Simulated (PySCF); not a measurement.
Computed with PBE0-D4/def2-TZVP // PBE0-D4/def2-SVP (PySCF). Gas-phase values, no solvent. One relaxed conformer stands for a flexible species; it need not be the lowest. Delta-SCF ions had no search for a lower state. Excitations are Tamm–Dancoff values on a coarser integration grid. The basis has no diffuse functions, so Rydberg states are missing or too high.

Reference species (SMILES): `S[Si](S)(S)S` (neutral, multiplicity 1).

The vertical ionisation energy (Delta-SCF) is 9.23 eV and the S1–T1 gap (TDA) comes out as 0.36 eV. The HOMO–LUMO gap is 6.74 eV.

After one change: the vertical ionisation energy (Delta-SCF) rises by 0.03 eV; the S1–T1 gap (TDA) falls by 0.16 eV; the HOMO–LUMO gap rises by 1.82 eV.

**Question.** Name the change that produced these shifts. The new species is one of these.
A. `CC[Si](CC)(CC)CC`
B. `CC[Si](S)(CC)CC`
C. `CC[Si](S)(S)CC`
D. `CC[Si](S)(S)S`

**Answer.** A, `CC[Si](CC)(CC)CC`
